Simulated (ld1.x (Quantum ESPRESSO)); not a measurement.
## B (Z = 5): PAW pseudisation with Wu–Cohen, non-relativistic reference atom.

ld1.x (Quantum ESPRESSO) 7.5 was run on this input:

```
&input
   title='B', zed=5., rel=0, dft='WC', iswitch=3,
   config='[He] 2s1.5 2p1.5 3d-2',
   nld=3, rlderiv=3.00, eminld=-3.0, emaxld=5.0, deld=0.02
 /
 &inputp
   pseudotype=3, lpaw=.true., tm=.true., lloc=-2, rcloc=1.90,
   nlcc=.false.,
   which_augfun='BESSEL', rmatch_augfun=1.00,
   file_pseudopw='B.UPF', file_wfcaegen='ae.wfc', file_wfcncgen='nc.wfc', file_beta='beta', file_chi='chi', file_wfcusgen='us.wfc'
 /
6
2S  1  0   1.50   0.00  1.35  1.80  0.0
2S  1  0   0.00   1.60  1.35  1.80  0.0
2P  2  1   1.50   0.00  2.05  2.75  0.0
2P  2  1   0.00   0.30  2.05  2.75  0.0
3D  3  2  -2.00   0.30  1.70  2.15  0.0
3D  3  2  -2.00   0.75  1.70  2.15  0.0
 &test
   configts(1)='2s1.5 2p1.5'
 /
```

Command:

```bash
ld1.x < B.in > B.out
```

The program printed (shortened: banner, matrices, multipoles, cross overlaps and the repeated all-electron block are left out):

```
Program LD1 v.7.5
     --------------------------- All-electron run ----------------------------

     B

     atomic number is  5.00
     dft =WC   lsd =0 sic =0 latt =0  beta=0.20 tr2=1.0E-14
     Exchange-correlation= WC
                           (   1   4  11   4   0   0   0)
     mesh =1059 r(mesh) = 101.04461 a.u. xmin = -7.00 dx = 0.01250
     1 Ry =  13.60569312 eV

     n l     nl                  e(Ry)          e(Ha)          e(eV)
     1 0     1S 1( 2.00)       -13.2792        -6.6396      -180.6727
     2 0     2S 1( 1.50)        -0.7074        -0.3537        -9.6253
     2 1     2P 1( 1.50)        -0.2788        -0.1394        -3.7934

     final scf error:  1.4E-15 reached in  30 iterations

     Etot =     -48.827028 Ry,     -24.413514 Ha,    -664.325553 eV

     Ekin =      48.631288 Ry,      24.315644 Ha,     661.662376 eV
     Encl =    -113.008876 Ry,     -56.504438 Ha,   -1537.564090 eV
     Eh   =      22.935659 Ry,      11.467829 Ha,     312.055534 eV
     Exc  =      -7.385098 Ry,      -3.692549 Ha,    -100.479372 eV

     normalization and overlap integrals

     s(1S/1S) =  1.000000  <r> =   0.3298  <r2> =    0.1477  r(max) =   0.2103
     s(2S/2S) =  1.000000  <r> =   1.9485  <r2> =    4.5745  r(max) =   1.5152
     s(2P/2P) =  1.000000  <r> =   2.2680  <r2> =    6.6586  r(max) =   1.5731

     ------------------------ End of All-electron run ------------------------

     --------------------- Generating PAW atomic setup --------------------

      Generating local potential from pseudized AE potential:
      Matching radius rcloc =   1.9000
      Enforcing V''(0)=0 (lloc=-2)

      Local pseudo, rcloc= 1.898 Estimated cut-off energy=     8.46 Ry

      Computing core charge for PAW:

       r > 0.68 : true rho core
       r < 0.68 : rho core = a sin(br)/r    a=   2.20  b=   3.87

      Integrated core pseudo-charge :   0.53
      Wfc-us  2S rcutus= 1.805  Estimated cut-off energy=    14.15 Ry
      Wfc-us  2S rcutus= 1.805  Estimated cut-off energy=    22.77 Ry
      Wfc-us  2P rcutus= 2.761  Estimated cut-off energy=    10.34 Ry
      Wfc-us  2P rcutus= 2.761  Estimated cut-off energy=    16.99 Ry
      Wfc-us  3D rcutus= 2.150  Estimated cut-off energy=    22.31 Ry
      Wfc-us  3D rcutus= 2.150  Estimated cut-off energy=    22.77 Ry

     Required augmentation: BESSEL   radius:    1.000000
     Suggested rho cutoff for augmentation:  98.68 Ry

     Estimated PAW energy =  -10.593838 Ryd

     ------------------- End of pseudopotential generation -------------------

     Computing logarithmic derivative in   2.99466
     Computing logarithmic derivative in   2.99466
     Computing the partial wave expansion
     R is outside the sphere for l=    0 j= 0.00
     R is outside the sphere for l=    0 j= 0.00
     R is outside the sphere for l=    1 j= 0.00
     R is outside the sphere for l=    1 j= 0.00
     R is outside the sphere for l=    2 j= 0.00
     R is outside the sphere for l=    2 j= 0.00

     ---------------------- Testing the pseudopotential ----------------------

     B

     atomic number is  5.00   valence charge is  3.00
     dft = SLA  PW   WCX  PBC   lsd =0 sic =0 latt =0  beta=0.20 tr2=1.0E-14
     mesh =1059 r(mesh) = 101.04461 xmin = -7.00 dx = 0.01250

     n l     nl             e AE (Ry)        e PS (Ry)    De AE-PS (Ry)
     1 0     2S   1( 1.50)       -0.70744       -0.70744        0.00000
     2 1     2P   1( 1.50)       -0.27881       -0.27881        0.00000

     eps = 6.6E-20  iter =  1

     Etot =     -48.827028 Ry,     -24.413514 Ha,    -664.325553 eV
     Etotps =   -10.593838 Ry,      -5.296919 Ha,    -144.136506 eV

     Ekin =       5.377600 Ry,       2.688800 Ha,      73.165973 eV
     Encl =     -12.517160 Ry,      -6.258580 Ha,    -170.304635 eV
     Ehrt =       3.930820 Ry,       1.965410 Ha,      53.481528 eV
     Ecxc =      -7.385098 Ry,      -3.692549 Ha,    -100.479372 eV

     ---------------------- End of pseudopotential test ----------------------
```

Generation and configuration tests took about 0.63 s on one core of a shared server CPU.
